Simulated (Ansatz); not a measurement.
Reaction (redistribution): `B[SiH2][CH2][GeH3]` + `CSBS` → `CS[BH][GeH3]` + `B[SiH2]CS`

Computed with Ansatz on PBE0-D4/def2-TZVP structures; ΔE is electronic, products minus reactants. CBS: MP2 limit from def2 TZ/QZ plus the TZ coupled-cluster correction, frozen cores. Functionals use def2-TZVPP. For Ge outer-core shells are correlated without core-valence functions, which leaves a few kJ/mol of doubt a bond. Scalar relativity is left out up to krypton. One conformer a species, not always the lowest.

`B[SiH2][CH2][GeH3]`:

Z-matrix (Å, degrees):
```
Si
C 1 1.874
B 1 2.010 2 116.4
H 1 1.495 2 109.3 3 -122.5
H 1 1.496 2 109.2 3 121.7
Ge 2 1.958 1 114.1 3 -179.7
H 2 1.094 1 109.5 3 -58.3
H 2 1.094 1 109.5 3 58.8
H 3 1.197 1 119.3 2 -178.7
H 3 1.197 1 123.6 2 1.5
H 6 1.539 2 109.9 1 -60.0
H 6 1.540 2 110.7 1 179.8
H 6 1.539 2 109.9 1 59.7
```

`CSBS`:

Cartesian coordinates in Å:
```
C -0.562 -1.550 -0.120
S -0.614 0.166 -0.695
B 0.592 0.971 0.327
S 0.966 2.714 0.190
H -1.292 -2.107 -0.707
H -0.831 -1.608 0.933
H 0.426 -1.976 -0.278
H 1.203 0.364 1.153
H 0.112 3.026 -0.803
```

`CS[BH][GeH3]`:

```xyz
11

C    -2.020    0.789   -1.108
S    -0.537    1.086   -0.113
B     0.260   -0.456    0.069
Ge    2.006   -0.519    1.156
H    -1.963    1.391   -2.015
H    -2.896    1.091   -0.535
H    -2.088   -0.266   -1.365
H    -0.211   -1.434   -0.431
H     3.160   -1.059    0.288
H     2.429    0.856    1.702
H     1.859   -1.479    2.353
```

`B[SiH2]CS`:

Z-matrix (Å, degrees):
```
Si
C 1 1.888
B 1 2.008 2 113.4
H 1 1.492 2 109.1 3 121.6
H 1 1.492 2 109.1 3 -121.5
S 2 1.806 1 110.5 3 179.8
H 2 1.093 1 108.5 3 58.5
H 2 1.093 1 108.4 3 -58.9
H 3 1.197 1 123.4 2 -0.1
H 3 1.196 1 119.4 2 180.0
H 6 1.344 2 98.2 1 179.9
```

(1) Is it downhill or uphill in electronic energy at CCSD(T)/CBS, and by how much? (Estimate.)

(2) What do these levels give: PBE-D4, ωB97X-V, ωB97M-V, CCSD(T)/def2-TZVPP, MP2/def2-QZVPP, SCS-MP2/def2-QZVPP? (Estimate.)

Largest T1 diagnostic among the species: 0.014.

Answers

(1) Ansatz gave: Uphill: ΔE = +120.6 kJ/mol.

(2) The calculation gave: PBE-D4 116.3, ωB97X-V 120.2, ωB97M-V 121.8, CCSD(T)/def2-TZVPP 123.3, MP2/def2-QZVPP 128.9, SCS-MP2/def2-QZVPP 125.5 kJ/mol.

From PBE to PBE0 (25 % exact exchange), in def2-TZVPP and without D4, ΔE moves by +3.7 kJ/mol.
